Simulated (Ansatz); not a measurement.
Total energies of C3H8SSi (`CS[SiH]1CC1`).

Z-matrix (Å, degrees):
```
C
S 1 1.819
H 1 1.090 2 106.6
H 1 1.089 2 110.9 3 118.8
H 1 1.090 2 111.2 3 -118.4
Si 2 2.109 1 100.4 3 178.8
C 6 1.846 2 120.4 1 85.9
C 6 1.841 2 117.7 1 143.2
H 6 1.480 2 115.6 1 -66.8
H 7 1.086 6 119.3 2 -150.7
H 7 1.085 6 119.2 2 -5.0
H 8 1.085 6 119.3 2 144.5
H 8 1.085 6 119.0 2 -0.4
```

Total charge 0; spin multiplicity 1. The geometry is a stationary point of PBE0-D4/def2-TZVP. It is one conformer, not always the lowest. Basis def2-TZVPP, Ansatz 0.2.0.

RPA on PBE orbitals: Hartree–Fock energy of these orbitals -804.71673 Eh, correlation -1.39453 Eh (frozen core).

| functional | energy without D4 (Eh) | D4 term (kJ/mol) |
| --- | --- | --- |
| PBE | -806.38509 | -29.3 |
| revPBE | -806.70612 | -86.9 |
| BLYP | -806.79292 | -63.9 |
| r2SCAN | -806.74727 | -7.3 |
| B97M-V | -806.70586 | – |
| B3LYP | -806.91681 | -47.2 |
| r2SCANh | -806.73972 | -7.8 |
| r2SCAN0 | -806.72950 | -8.6 |
| HSE06 (plane-wave form) | -806.44603 | -23.2 |
| CAM-B3LYP | -806.81421 | -25.3 |
| ωB97X-V | -806.73525 | – |
| ωB97M-V | -806.76099 | – |
| B2PLYP | -806.50799 | – |
| PBE-QIDH | -806.27914 | – |

Give the same for LDA (SPW92), PBE0, BHLYP, LC-ωPBE. (Best estimate.)

The calculation gave: 
```csv
functional,energy without D4 (Eh),D4 term (kJ/mol)
LDA (SPW92),-803.21233,–
PBE0,-806.46757,-24.8
BHLYP,-806.79013,-36.8
LC-ωPBE,-806.59472,–
```

B3LYP takes the VWN-RPA correlation (the form of Gaussian; ORCA's B3LYP/G). HSE06 is the plane-wave form, built on full-range PBE exchange. The double hybrids freeze the cores in their second-order part.

LC-ωPBE has ω = 0.4 bohr⁻¹.
